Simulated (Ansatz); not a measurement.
Consider the hydrogenolysis of the Si–F bond: `N[Si@H](F)N[Si@@H](N)Cl` + H₂ → `N[SiH2]N[SiH](N)Cl` + H–F.

Gas-phase electronic energies from Ansatz, PBE0-D4/def2-TZVP geometries. CBS: MP2 limit from def2 TZ/QZ plus the TZ coupled-cluster correction, frozen cores. This one scheme is used for every species. Functionals use def2-TZVPP. One conformer a species, not always the lowest.

`N[Si@H](F)N[Si@@H](N)Cl`:

Z-matrix (Å, degrees):
```
Si
F 1 1.601
N 1 1.712 2 112.7
N 1 1.702 2 104.7 3 -116.9
H 1 1.477 2 105.0 3 117.7
Si 3 1.710 1 128.8 2 91.7
H 3 1.011 1 115.3 2 -86.9
H 4 1.007 1 120.0 2 -37.4
H 4 1.007 1 120.5 2 176.4
N 6 1.696 3 108.4 1 -36.7
Cl 6 2.064 3 114.1 1 79.7
H 6 1.481 3 106.7 1 -165.1
H 10 1.005 6 122.2 3 151.5
H 10 1.006 6 121.8 3 -49.1
```

H₂:

Cartesian coordinates in Å:
```
H 0.142 -0.061 0.340
H -0.142 0.061 -0.340
```

`N[SiH2]N[SiH](N)Cl`:

```xyz
14

N    -0.526    0.641   -1.797
Si   -0.645   -0.925   -1.079
N     0.520   -1.092    0.181
Si    0.737   -0.085    1.548
N    -0.235    1.276    1.298
Cl    2.781    0.263    1.712
H     0.299    0.881   -2.326
H    -1.350    1.021   -2.238
H    -0.358   -2.060   -2.001
H    -2.050   -1.009   -0.609
H     1.207   -1.818    0.044
H     0.391   -0.687    2.853
H    -0.463    1.917    2.038
H    -0.309    1.676    0.374
```

H–F:

Z-matrix (Å, degrees):
```
F
H 1 0.920
```

```tsv
species	B2PLYP energy (Eh)
`N[Si@H](F)N[Si@@H](N)Cl`	-1307.37437
H₂	-1.16991
`N[SiH2]N[SiH](N)Cl`	-1208.05295
H–F	-100.43758
```

(1) Work out ΔE.

Largest T1 diagnostic among the species: 0.010.

## Answers

(1) ΔE = (-1208.05295) + (-100.43758) − (-1307.37437) − (-1.16991) = 0.05375 Eh = +141.1 kJ/mol. CCSD(T)/CBS gives +137.8 kJ/mol.

In def2-TZVPP, CCSD(T) changes the Hartree–Fock value by −8.3 kJ/mol (the triples alone add −0.2 kJ/mol) and MP2 by −4.9 kJ/mol.
